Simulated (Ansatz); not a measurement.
Dissociation curve of H3BO, SMILES BO, singlet. The B1–O4 bond (B1 also carries H, H; O4 carries H) is pulled apart rigidly from the PBE0/def2-TZVP optimised geometry.

Levels: RKS-PBE = restricted PBE/cc-pVTZ (Ansatz, a quantum-chemistry and plane-wave program); UKS-PBE = unrestricted PBE/cc-pVTZ (Ansatz); RKS-B3LYP = Ansatz with restricted B3LYP/cc-pVTZ; UCCSD(T) = Ansatz with CCSD(T) on UHF/cc-pVTZ, frozen core.

Energies relative to the lowest point of each curve near equilibrium, in mEh; the last columns give the difference from UCCSD(T):

```
R / Å  RKS-PBE  UKS-PBE  RKS-B3LYP  UCCSD(T)  RKS-PBE − UCCSD(T)  UKS-PBE − UCCSD(T)  RKS-B3LYP − UCCSD(T)
-----  -------  -------  ---------  --------  ------------------  ------------------  --------------------
1.09     100.3    100.3       97.0     102.0                -1.7                -1.7                  -5.0
1.13      66.2     66.2       63.4      67.2                -1.0                -1.0                  -3.7
1.21      23.3     23.3       21.6      23.5                -0.2                -0.2                  -1.9
1.27       7.2      7.2        6.3       7.2                 0.1                 0.1                  -0.9
1.33       0.6      0.6        0.4       0.6                 0.1                 0.1                  -0.2
1.35       0.0      0.0        0.0       0.0                 0.0                 0.0                   0.0
1.39       0.7      0.7        1.1       0.9                -0.2                -0.2                   0.3
1.43       3.4      3.4        4.3       3.9                -0.5                -0.5                   0.5
1.46       6.6      6.6        7.8       7.3                -0.7                -0.7                   0.5
1.57      23.5     23.5       25.9      25.4                -1.8                -1.8                   0.6
1.68      45.2     45.2       48.7      48.4                -3.2                -3.2                   0.2
1.80      70.5     70.5       75.1      75.4                -4.9                -4.9                  -0.3
2.05     120.8    120.8      127.5     128.9                -8.1                -8.1                  -1.5
2.19     145.6    145.6      153.3     157.0               -11.4               -11.4                  -3.7
2.43     181.3    181.3      190.7     195.8               -14.5               -14.5                  -5.1
2.67     209.3    208.8      220.2     224.0               -14.7               -15.1                  -3.8
2.95     233.8    227.8      246.4     240.1                -6.4               -12.3                   6.2
3.28     254.0    239.5      268.5     246.1                 7.9                -6.6                  22.5
3.66     269.3    246.3      286.0     248.0                21.3                -1.7                  38.0
4.07     279.5    250.2      298.4     248.6                30.8                 1.6                  49.7
4.73     288.3    253.1      310.1     249.0                39.3                 4.1                  61.2
```

RKS-PBE is furthest from UCCSD(T) at 4.73 (39.3 mEh, above); its mean absolute difference over the points is 8.0 mEh.

UKS-PBE is furthest from UCCSD(T) at 2.67 (-15.1 mEh, below); its mean absolute difference over the points is 4.3 mEh.

RKS-B3LYP is furthest from UCCSD(T) at 4.73 (61.2 mEh, above); its mean absolute difference over the points is 9.8 mEh.

The restricted form behind RKS-PBE, RKS-B3LYP keeps the bonding electrons paired and can't separate into open-shell fragments. The unrestricted determinant behind UKS-PBE is spin-contaminated at 2.67 to 4.73 Å (<S²> up to 0.9, against 0.00 for a pure singlet). The unrestricted determinant behind UCCSD(T) is spin-contaminated at 2.19 to 4.73 Å (<S²> up to 1.0, against 0.00 for a pure singlet).
